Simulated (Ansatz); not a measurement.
Consider the isomerisation: `[SiH3][SiH]1BC1` → `B1[SiH2]C[SiH2]1`.

Calculated with Ansatz (gas phase, PBE0-D4/def2-TZVP geometries, no zero-point term in ΔE). CCSD(T)/CBS adds triple-zeta CCSD(T) − MP2 to the extrapolated MP2 energy (def2 sets, frozen cores). DFT in def2-TZVPP. B3LYP here is the variant with VWN-RPA as its local correlation; programs differ in this.

CCSD(T)/CBS gives -48.7 kJ/mol.

Q: Another level gave -32.4 kJ/mol. Which?
A. CCSD(T)/def2-TZVPP
B. PBE-D4/def2-TZVPP
C. r2SCANh-D4/def2-TZVPP
D. B3LYP/def2-TZVPP

A: B. PBE-D4 -32.4, r2SCANh-D4 -42.3, B3LYP -37.7, CCSD(T)/def2-TZVPP -47.7 kJ/mol.

Q: What do rigid-rotor, harmonic-oscillator terms from PBE0-D4/def2-TZVP frequencies (298.15 K, 1 bar) make of the CCSD(T)/CBS value? (Estimate.)

A: Ansatz gave: ΔZPE = +1.3 kJ/mol, ΔH = -49.3 kJ/mol, ΔS = -16 J/(mol·K), ΔG = -44.4 kJ/mol.

Largest T1 diagnostic among the species: 0.014.

From BLYP to BHLYP (50 % exact exchange), in def2-TZVPP and without D4, ΔE moves by −26.0 kJ/mol. In def2-TZVPP, CCSD(T) changes the Hartree–Fock value by +22.4 kJ/mol (the triples alone add +6.4 kJ/mol) and MP2 by +24.2 kJ/mol.
